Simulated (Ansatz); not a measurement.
Geometry optimisation, UKS PBE/STO-3G in Ansatz 0.2.0.

Input:

```yaml
crystal:
  periodic: [false, false, false]
  atoms:
    - { symbol: C, position_ang: [-0.3941, -1.9033, 0.4312] }
    - { symbol: C, position_ang: [0.5983, -1.1769, -0.0548] }
    - { symbol: "N", position_ang: [1.1668, -1.5509, -1.3122] }
    - { symbol: C, position_ang: [1.1951, 0.0402, 0.677] }
    - { symbol: Al, position_ang: [0.2179, 1.6795, 0.0107] }
    - { symbol: C, position_ang: [-1.7613, 1.8696, 0.1821] }
    - { symbol: H, position_ang: [-0.806, -2.7115, -0.1134] }
    - { symbol: H, position_ang: [-0.8852, -1.5533, 1.3392] }
    - { symbol: H, position_ang: [2.0002, -0.9863, -1.6489] }
    - { symbol: H, position_ang: [0.8527, -2.3744, -1.8149] }
    - { symbol: H, position_ang: [0.9413, -0.0667, 1.7958] }
    - { symbol: H, position_ang: [2.2323, 0.1424, 0.5273] }
    - { symbol: H, position_ang: [1.0226, 2.8861, -0.6512] }
    - { symbol: H, position_ang: [-2.2275, 1.9847, -0.8101] }
    - { symbol: H, position_ang: [-2.1725, 0.9248, 0.6646] }
    - { symbol: H, position_ang: [-2.0033, 2.7736, 0.8219] }
magnetization:
  spin_polarized: true
basis:
  gaussian: { orbitals: STO-3G }
hamiltonian:
  xc: pbe
relax:
  f_tol: 0.02
  max_steps: 40
```

Run as:

```bash
$ ansatz run input.yaml --threads 1 --pin off --max-ram 2048MiB --backend cpu --events-out ev --progress --plain --runs-dir out
```

Q: Where does it end, and by what steps?

A: The forces met the threshold. Limits of this set-up: minimal basis. After 22 steps the energy has fallen by 1.857 eV; H10 moved furthest, 1.78 Å. Joined: N3–Al5 (3.62 → 2.01 Å).

```csv
step,energy less start (eV),largest force component (eV/Å),accepted
0,0.0000,3.847,yes
1,-0.5420,1.288,yes
2,-0.6579,0.795,yes
3,-0.7410,1.075,yes
4,-0.7851,1.297,yes
5,-0.7982,0.843,yes
6,-0.8262,0.266,yes
7,-0.8496,0.249,yes
8,-0.9244,0.481,yes
9,-1.0783,0.465,yes
10,-1.3272,0.609,yes
11,-1.5596,0.642,yes
12,-1.6822,1.090,yes
13,-1.7865,0.362,yes
14,-1.8241,0.428,yes
15,-1.7996,0.593,no
16,-1.8468,0.245,yes
17,-1.8249,1.155,no
18,-1.8520,0.128,yes
19,-1.8542,0.102,yes
20,-1.8560,0.066,yes
21,-1.8566,0.034,yes
22,-1.8568,0.013,yes
```

```xyz
16
Properties=species:S:1:pos:R:3
C -0.044 -2.257 0.577
C 0.552 -1.087 0.268
N 0.466 -0.515 -1.156
C 1.082 0.076 1.090
Al 0.370 1.295 -0.283
C -1.498 1.769 -0.197
H -0.548 -2.887 -0.172
H -0.061 -2.613 1.618
H 1.376 -0.717 -1.668
H -0.286 -1.009 -1.720
H 0.734 0.018 2.136
H 2.191 0.077 1.093
H 1.355 2.188 -1.007
H -1.920 1.990 -1.193
H -2.126 0.976 0.246
H -1.664 2.674 0.413
```

Whether the end is a true minimum wasn't checked by a vibrational analysis.

Run time: 3.5 min on 1 thread of Arm Neoverse N1, with other jobs on the host, peak memory 0.17 GiB.
